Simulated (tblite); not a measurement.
Species: C₆H₇NS (charge +1 and doublet state).
Structure used (GFN2-xTB), in Å, numbered top down from 1:
```
atom  x, y, z in Å
N1     2.119    2.338   -0.311
C2     1.145    1.763   -0.437
C3    -0.059    0.963   -0.558
C4    -0.846    0.927    0.716
C5    -1.109   -0.330    1.103
C6    -0.619   -1.328    0.128
C7     0.242   -0.526   -0.868
S8     1.972   -1.074   -0.610
H9    -0.656    1.437   -1.351
H10   -1.162    1.832    1.206
H11   -1.631   -0.613    2.000
H12   -1.454   -1.804   -0.399
H13   -0.079   -2.153    0.609
H14    0.040   -0.767   -1.911
H15    2.091   -0.655    0.663
```

All values are computed: GFN2-xTB (tblite) harmonic vibrations without scaling, gas phase. The method is semi-empirical: single wavenumbers can be off by several per cent or more. Modes of hydrogen on sulfur can be 10 to 20 % off. One conformer, not necessarily the lowest. Open shells enter through the occupations alone, without spin polarisation, and single modes of such species can be off by tens of per cent.

Harmonic wavenumbers (cm⁻¹): 47.7, 121.7, 169.2, 233.1, 280.1, 315.4, 362.5, 480.6, 517.5, 624.0, 671.8, 740.6, 766.8, 805.7, 845.8, 874.7, 917.8, 952.9, 1007.2, 1040.8, 1057.9, 1066.8, 1087.4, 1158.9, 1178.8, 1187.5, 1213.2, 1236.9, 1278.2, 1379.0, 1561.6, 2343.0, 2415.2, 2879.5, 2903.3, 2940.5, 2997.9, 3126.3, 3140.1.

A = 2198, B = 1899, C = 1156 MHz; mass 125.030 u (most abundant isotopes); point group C1, symmetry number 1; spin multiplicity 2.

Problem. Zero-point energy?

Solution. ½Σν̃ = 23964 cm⁻¹ = 286.67 kJ/mol.

Problem. Give the ideal-gas entropy at 298.15 K and 1 bar in the rigid-rotor, harmonic-oscillator model (classical rotation).

Solution. Translation 169.08, rotation 119.62, vibration 84.77, spin (R ln 2) 5.76: S = 379.2 J/(mol K).

Problem. And Cp and H(298.15 K) − H(0)?

Solution. Cp = 133.61 J/(mol K), of which vibrations give 100.35 (their classical limit is 39 R = 324.3); H(298.15 K) − H(0) = 23.87 kJ/mol without the zero-point energy, 13.96 from vibrations.

Problem. How do the functions run with temperature in this model?

Solution. 
```csv
T (K),S (J/(mol K)),Cp (J/(mol K)),H − H(0) (kJ/mol),G − H(0) (kJ/mol),ln q(vib)
50,243.0,45.9,1.92,-10.23,0.33
100,280.1,62.9,4.64,-23.36,1.05
373.15,412.2,160.7,34.93,-118.88,6.00
500,464.7,198.4,57.82,-174.54,8.50
750,555.4,247.8,114.14,-302.41,13.39
1000,631.2,278.5,180.19,-451.00,17.99
```

q(vib) and H(0) count from the zero-point level.

Problem. What must be added to the electronic energy to get the Gibbs energy at 298.15 K and 1 bar?

Solution. ZPE + [H(298.15 K) − H(0)] − T·S = 286.67 + 23.87 − 113.07 = 197.47 kJ/mol.

Problem. Blend soft modes into free rotors: weight 1/[1 + (100 cm⁻¹/ν̃)⁴] for the oscillator and the rest for a rotor with moment μB/(μ + B), μ = h/(8π²ν), B = 10⁻⁴⁴ kg m². What vibrational entropy results?

Solution. 79.01 J/(mol K) in place of 84.77, which changes −T·S at 298.15 K by +1.72 kJ/mol.

Problem. Which modes carry the vibrational entropy at 298.15 K?

Solution. 47.7 cm⁻¹: 20.55; 121.7 cm⁻¹: 12.86; 169.2 cm⁻¹: 10.23; 233.1 cm⁻¹: 7.76; 280.1 cm⁻¹: 6.41; 315.4 cm⁻¹: 5.58 J/(mol K); the other 33 give 21.38 together.

Hindered rotation and anharmonicity are outside this model. Other conformers, if any are populated, would add a mixing term that is left out. The structure is chiral; the term R ln 2 for an equal mix with its mirror image is left out.
